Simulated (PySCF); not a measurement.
Compound: C5H12NPSi.
Numbering: `[CH2:1]=[CH:2][P@@:3]1(=[N:4][SiH3:5])[CH2:6][C@H:7]1[CH3:8]`

Definitions: NICS(0) = −σiso at the ring centroid; NICS(1) = −σiso and NICS(1)zz = −σzz at ±1 Å along the ring normal z. Level: GIAO PBE0/pcSseg-1 (PySCF, non-relativistic, gas phase) on the GFN2-xTB geometry, one conformer.

Ring bond lengths (Å), with Mayer bond orders in brackets: P3–C6 1.827 (0.88), C6–C7 1.555 (0.88), C7–P3 1.820 (0.86).

Task: What do the NICS probes read (ppm)?

Result: 
| ring | type | NICS(0) | NICS(1), two faces | NICS(1)zz, two faces | rms pucker (Å) | centre to ring atoms, mean (Å) |
| --- | --- | --- | --- | --- | --- | --- |
| P3–C6–C7 | 3-membered ring with P; formal bonds all single | -24.9 | -7.5 / -4.9 | -15.0 / -9.7 | 0.00 | 1.00 |

Task: What can be read from them?

Result: 
- P3–C6–C7: mean NICS(1)zz -12.3 ppm, shielded. P3, C6, C7 have four or more neighbours, and the NICS criterion for π rings isn't applied. The two faces differ by 5.3 ppm, so no symmetry operation interchanges them. NICS(0) lies 19 ppm below the mean NICS(1).

Task: How shielded are the nuclei of the rings and their hydrogens (means over atoms taken as equivalent)?

Result: 
```csv
atoms,environment,σ isotropic (ppm),"principal values of the symmetric part, first atom (ppm)"
P3,phosphorus bonded to 3 C and N,416.9,"270.9, 277.7, 702.1"
C6,sp3 carbon bound to phosphorus,161.0,"141.0, 156.7, 185.5"
C7,sp3 carbon bound to phosphorus,161.7,"128.6, 161.4, 195.2"
H on C6,methylene hydrogen,29.54,"25.7, 26.7, 36.1"
H on C6,methylene hydrogen,31.05,"26.6, 28.4, 38.1"
H on C7,methine hydrogen,29.79,"24.0, 29.0, 36.3"
```

The values belong to the conformer `[CH2:1]=[CH:2][P@@:3]1(=[N:4][SiH3:5])[CH2:6][C@H:7]1[CH3:8]`: C1–C2–P3–N4 2°.
